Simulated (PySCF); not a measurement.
C3H8Si2, SMILES C=C1[SiH2][SiH2]C1.

Geometry optimised at TPSSh-D3(BJ)/def2-SVP. The structure was generated by enumeration, and PubChem lists no compound with its InChIKey, so it may never have been made.

Two levels are set side by side: PBE/def2-TZVP (PySCF) and B3LYP/def2-TZVP (PySCF). Same geometry, gas phase. Differences are taken from unrounded values.

| quantity | PBE |
|---|---|
| orbital gap (eV) | 4.57 |
| highest occupied level (eV) | -6.20 |
| lowest empty level (eV) | -1.63 |
| dipole moment (D) | 0.45 |
| mean polarisability (bohr³) | 95.5 |

Q: These are the PBE values. What does B3LYP give? (The exact figures need the calculation; the answer reports its results.)

A: 
```
quantity                     B3LYP  PBE minus B3LYP
---------------------------  -----  ---------------
orbital gap (eV)              6.17            -1.60
highest occupied level (eV)  -7.03             0.83
lowest empty level (eV)      -0.87            -0.76
dipole moment (D)             0.34             0.11
mean polarisability (bohr³)   93.1              2.5
```

PBE's occupied levels lie high since its potential decays too fast outside the molecule; exact exchange lowers them and widens the gap. Differences between two approximate levels are no errors against the true value.

Rough cost on one machine, each run with all the roots and properties that it gave: B3LYP against PBE within a factor of 2.
